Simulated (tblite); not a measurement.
Record of a relaxation.

C₅H₉BO.
Numbering: `[CH2:1]=[CH:2][C@@H:3]1[CH2:4][BH:5][O:6][CH2:7]1` (hydrogens: H8, H9 on C1; H10 on C2; H11 on C3; H12, H13 on C4; H14 on B5; H15, H16 on C7)

Computed with GFN2-xTB (tblite), gas phase: L-BFGS steps from a force-field or distance-geometry start until the largest atomic force falls under 0.01 eV/Å. 9 of its 112 geometries are shown.

Step 0: E = -559.5517 eV, largest atomic force 2.612 eV/Å
```
atom  x, y, z in Å  |  force x, y, z in eV/Å
C1      2.254    0.817   -0.248   -0.468  -0.390   0.424
C2      1.423    0.032    0.443    0.986   0.208  -0.192
C3      0.078   -0.364   -0.076    0.444  -0.113  -0.400
C4     -0.886    0.829   -0.185   -0.407  -0.061   0.033
B5     -2.207    0.183    0.392    0.528  -1.696   1.778
O6     -2.038   -1.248    0.625    0.023   2.611  -0.076
C7     -0.646   -1.377    0.819    0.338  -0.828   0.076
H8      1.954    1.220   -1.209    0.241  -0.056   0.231
H9      3.228    1.074    0.150   -0.214   0.062  -0.220
H10     1.765   -0.359    1.414   -0.415   0.147  -0.490
H11     0.188   -0.817   -1.092   -0.002   0.232   0.580
H12    -0.583    1.670    0.472   -0.006  -0.353  -0.648
H13    -1.024    1.156   -1.217    0.392   0.288   0.192
H14    -2.763    0.809    1.213   -1.079  -0.178  -0.601
H15    -0.336   -2.403    0.558   -0.163   0.131   0.169
H16    -0.413   -1.214    1.913   -0.197  -0.006  -0.854
```

Step 14: E = -560.5899 eV, largest atomic force 0.275 eV/Å
```
atom  x, y, z in Å  |  force x, y, z in eV/Å
C1      2.281    0.810   -0.250   -0.063  -0.044   0.024
C2      1.457    0.009    0.402    0.156   0.227   0.005
C3      0.094   -0.368   -0.085    0.058  -0.083  -0.015
C4     -0.879    0.831   -0.101   -0.107   0.054  -0.036
B5     -2.187    0.225    0.585    0.036  -0.100   0.110
O6     -1.947   -1.020    0.990   -0.045   0.064   0.136
C7     -0.591   -1.389    0.835   -0.079  -0.112   0.062
H8      2.031    1.208   -1.217   -0.039   0.043  -0.112
H9      3.230    1.117    0.151    0.069  -0.070   0.037
H10     1.734   -0.367    1.374    0.071  -0.026   0.123
H11     0.193   -0.768   -1.093   -0.094  -0.136  -0.161
H12    -0.411    1.660    0.422   -0.162   0.191   0.110
H13    -1.075    1.163   -1.115    0.061   0.130  -0.153
H14    -3.251    0.674    0.775    0.089   0.048  -0.127
H15    -0.555   -2.416    0.473    0.043  -0.116  -0.147
H16    -0.132   -1.361    1.827    0.007  -0.069   0.145
```

Step 28: E = -560.6284 eV, largest atomic force 0.056 eV/Å
```
atom  x, y, z in Å  |  force x, y, z in eV/Å
C1      2.290    0.812   -0.266   -0.003   0.013   0.002
C2      1.464    0.034    0.408   -0.039  -0.039   0.011
C3      0.096   -0.362   -0.066   -0.018  -0.015   0.000
C4     -0.893    0.833   -0.110    0.038  -0.019  -0.004
B5     -2.191    0.213    0.573   -0.028   0.003   0.015
O6     -1.932   -0.998    1.059    0.034  -0.005  -0.001
C7     -0.588   -1.397    0.858    0.009   0.011  -0.024
H8      2.037    1.213   -1.234   -0.014  -0.018  -0.026
H9      3.251    1.092    0.128    0.032   0.002  -0.005
H10     1.754   -0.340    1.382    0.016   0.028   0.010
H11     0.174   -0.786   -1.072    0.016   0.019   0.018
H12    -0.498    1.672    0.467   -0.004   0.000  -0.003
H13    -1.029    1.191   -1.129    0.001   0.027   0.023
H14    -3.254    0.678    0.705    0.003  -0.023  -0.011
H15    -0.587   -2.404    0.429   -0.009   0.013   0.006
H16    -0.101   -1.442    1.841   -0.033   0.005  -0.012
```

Step 42: E = -560.6341 eV, largest atomic force 0.101 eV/Å
```
atom  x, y, z in Å  |  force x, y, z in eV/Å
C1      2.293    0.778   -0.297   -0.005   0.039   0.004
C2      1.464    0.055    0.434    0.063   0.021  -0.026
C3      0.101   -0.348   -0.042    0.040   0.022  -0.031
C4     -0.886    0.849   -0.072   -0.013  -0.005   0.016
B5     -2.200    0.203    0.558    0.049  -0.049  -0.015
O6     -1.937   -1.016    1.022   -0.093  -0.023   0.032
C7     -0.587   -1.403    0.848   -0.034   0.017   0.036
H8      2.021    1.107   -1.289    0.054  -0.038   0.017
H9      3.260    1.092    0.059   -0.037  -0.032   0.006
H10     1.744   -0.251    1.435   -0.018   0.018  -0.012
H11     0.195   -0.753   -1.052   -0.030   0.013  -0.078
H12    -0.505    1.669    0.541   -0.007  -0.022   0.022
H13    -0.997    1.249   -1.079    0.011  -0.023   0.012
H14    -3.275    0.643    0.659   -0.007   0.003   0.008
H15    -0.573   -2.405    0.407    0.012   0.041  -0.009
H16    -0.127   -1.461    1.841    0.014   0.016   0.018
```

Step 56: E = -560.6649 eV, largest atomic force 0.123 eV/Å
```
atom  x, y, z in Å  |  force x, y, z in eV/Å
C1      2.358    0.648   -0.399    0.022   0.008   0.039
C2      1.452    0.137    0.414   -0.099   0.035   0.064
C3      0.090   -0.294   -0.029   -0.003  -0.037  -0.015
C4     -0.907    0.889    0.066    0.048  -0.050  -0.018
B5     -2.239    0.140    0.508   -0.035  -0.042   0.034
O6     -1.958   -1.097    0.914    0.075  -0.042  -0.056
C7     -0.573   -1.399    0.823    0.048   0.028   0.024
H8      2.200    0.705   -1.464    0.017  -0.009   0.014
H9      3.285    1.049   -0.026    0.045  -0.066  -0.057
H10     1.637    0.118    1.482   -0.046  -0.034  -0.030
H11     0.133   -0.627   -1.071    0.002  -0.003   0.013
H12    -0.582    1.581    0.846   -0.012   0.022  -0.015
H13    -0.931    1.447   -0.866   -0.038   0.071  -0.008
H14    -3.338    0.525    0.542   -0.048   0.015   0.011
H15    -0.464   -2.400    0.390    0.002   0.100   0.012
H16    -0.170   -1.415    1.842    0.024   0.004  -0.011
```

Step 69: E = -560.6869 eV, largest atomic force 0.120 eV/Å
```
atom  x, y, z in Å  |  force x, y, z in eV/Å
C1      2.422    0.518   -0.422   -0.058  -0.009   0.013
C2      1.427    0.219    0.394    0.055   0.026  -0.023
C3      0.070   -0.214   -0.048   -0.007   0.087   0.000
C4     -0.962    0.921    0.136   -0.078   0.085   0.033
B5     -2.275    0.083    0.485    0.013   0.000  -0.001
O6     -1.931   -1.155    0.840   -0.041  -0.043  -0.036
C7     -0.528   -1.355    0.794    0.037   0.006   0.016
H8      2.319    0.419   -1.491    0.025  -0.021   0.018
H9      3.371    0.885   -0.068   -0.031  -0.034   0.014
H10     1.529    0.346    1.465    0.084  -0.003   0.003
H11     0.090   -0.518   -1.098    0.011   0.028  -0.020
H12    -0.678    1.522    1.007   -0.027   0.021  -0.070
H13    -0.994    1.596   -0.718    0.018  -0.055   0.016
H14    -3.395    0.406    0.496    0.002  -0.010   0.008
H15    -0.318   -2.341    0.378   -0.041  -0.072  -0.035
H16    -0.154   -1.323    1.822    0.038  -0.006   0.061
```

Step 83: E = -560.6967 eV, largest atomic force 0.022 eV/Å
```
atom  x, y, z in Å  |  force x, y, z in eV/Å
C1      2.447    0.447   -0.424    0.004  -0.001  -0.006
C2      1.429    0.263    0.396   -0.004   0.005   0.014
C3      0.062   -0.150   -0.035    0.002  -0.003  -0.001
C4     -1.006    0.949    0.169   -0.007  -0.015  -0.004
B5     -2.291    0.054    0.485    0.006  -0.005  -0.005
O6     -1.913   -1.182    0.805    0.002   0.006   0.007
C7     -0.503   -1.332    0.778   -0.002  -0.005  -0.003
H8      2.355    0.285   -1.486    0.001  -0.004  -0.003
H9      3.413    0.770   -0.075   -0.007  -0.004   0.006
H10     1.548    0.437    1.458   -0.010   0.016   0.012
H11     0.079   -0.428   -1.093    0.003  -0.002  -0.004
H12    -0.749    1.559    1.040    0.005   0.005  -0.013
H13    -1.057    1.622   -0.684   -0.001  -0.004   0.008
H14    -3.425    0.332    0.482    0.004   0.010   0.013
H15    -0.259   -2.304    0.342   -0.005   0.000  -0.011
H16    -0.140   -1.311    1.813    0.010  -0.002  -0.010
```

Step 97: E = -560.7011 eV, largest atomic force 0.037 eV/Å
```
atom  x, y, z in Å  |  force x, y, z in eV/Å
C1      2.459    0.435   -0.379    0.002  -0.002  -0.001
C2      1.408    0.286    0.407    0.020  -0.011   0.003
C3      0.058   -0.145   -0.059    0.002   0.016   0.003
C4     -1.022    0.945    0.129    0.003   0.017  -0.006
B5     -2.284    0.065    0.548   -0.020  -0.022  -0.004
O6     -1.897   -1.170    0.859    0.009  -0.023   0.017
C7     -0.495   -1.344    0.745    0.009   0.007  -0.010
H8      2.409    0.241   -1.439   -0.006  -0.017   0.032
H9      3.414    0.759   -0.002   -0.007   0.021   0.002
H10     1.482    0.499    1.466    0.015  -0.002  -0.010
H11     0.111   -0.418   -1.117   -0.027  -0.007   0.017
H12    -0.737    1.621    0.940    0.003  -0.015  -0.015
H13    -1.130    1.558   -0.764    0.015   0.010   0.001
H14    -3.411    0.355    0.622   -0.002   0.006   0.006
H15    -0.297   -2.303    0.259   -0.013   0.003  -0.011
H16    -0.074   -1.376    1.757   -0.003   0.019  -0.022
```

Step 111: E = -560.7021 eV, largest atomic force 0.007 eV/Å
```
atom  x, y, z in Å  |  force x, y, z in eV/Å
C1      2.467    0.415   -0.367    0.003  -0.005   0.002
C2      1.402    0.302    0.405    0.002   0.005  -0.003
C3      0.055   -0.133   -0.067    0.005  -0.001   0.002
C4     -1.033    0.948    0.127    0.001  -0.001   0.001
B5     -2.286    0.059    0.560   -0.005  -0.002   0.001
O6     -1.888   -1.173    0.866   -0.005  -0.002   0.003
C7     -0.488   -1.341    0.730    0.002  -0.001  -0.001
H8      2.434    0.177   -1.418   -0.002   0.004   0.005
H9      3.416    0.751    0.015    0.000   0.000  -0.003
H10     1.463    0.551    1.458   -0.003   0.002  -0.004
H11     0.107   -0.403   -1.126   -0.003   0.004   0.001
H12    -0.748    1.625    0.936    0.004   0.002   0.000
H13    -1.149    1.561   -0.764    0.001   0.002  -0.002
H14    -3.413    0.346    0.654    0.003  -0.001  -0.002
H15    -0.296   -2.293    0.229   -0.002  -0.006   0.001
H16    -0.052   -1.382    1.735   -0.001  -0.001   0.000
```

Task: Summarise the path.

Result: The energy falls by 26.53 kcal/mol from step 0 to step 111; nine tenths of that is first reached at step 14. It rises by more than 0.2 meV at step 52. The largest force goes from 2.612 to 0.007 eV/Å. Among the bonds B5–O6 changes most, from 1.460 to 1.331 Å; the atoms move by 0.567 Å rms after alignment.

Task: Follow the three bonds and two angles with the largest change from start to end.

Result: 
```
step  E above end (kcal/mol)  largest force (eV/Å)  B5–O6 (Å)  C7–H16 (Å)  C3–H11 (Å)  C4–B5–H14 (°)  B5–O6–C7 (°)
   0                   26.53                 2.612      1.460       1.130       1.117          115.7         103.0
   5                   12.42                 0.766      1.359       1.089       1.085          126.1         106.4
  10                    5.15                 0.577      1.331       1.104       1.110          131.2         112.3
  14                    2.59                 0.275      1.332       1.093       1.088          132.0         112.6
  19                    1.91                 0.151      1.330       1.098       1.097          129.4         112.5
  24                    1.74                 0.097      1.331       1.096       1.093          129.2         112.9
  29                    1.69                 0.038      1.330       1.097       1.095          129.6         112.9
  34                    1.67                 0.036      1.330       1.096       1.095          129.9         113.0
  39                    1.62                 0.060      1.330       1.097       1.094          130.1         113.0
  43                    1.54                 0.087      1.331       1.096       1.093          129.7         113.2
  48                    1.43                 0.112      1.330       1.096       1.094          129.1         112.5
  53                    1.16                 0.145      1.331       1.097       1.094          129.5         113.1
  58                    0.76                 0.096      1.332       1.095       1.093          130.0         112.4
  63                    0.59                 0.120      1.332       1.100       1.096          130.0         112.6
  68                    0.39                 0.128      1.332       1.095       1.093          130.3         112.1
  72                    0.21                 0.106      1.333       1.097       1.096          129.9         112.0
  77                    0.15                 0.042      1.333       1.097       1.094          130.2         112.1
  82                    0.13                 0.025      1.333       1.097       1.094          130.4         112.1
  87                    0.11                 0.037      1.332       1.097       1.095          130.4         112.2
  92                    0.07                 0.056      1.332       1.096       1.093          129.7         112.2
  97                    0.02                 0.037      1.331       1.097       1.094          130.1         112.5
 101                    0.01                 0.026      1.331       1.096       1.094          130.0         112.5
 106                    0.00                 0.014      1.331       1.096       1.094          130.1         112.5
 111                    0.00                 0.007      1.331       1.096       1.094          130.0         112.5
```

What follows is the cost of the whole relaxation. Time: 0.92 s of wall time. Hardware: Arm Neoverse N1, one thread (shared host).
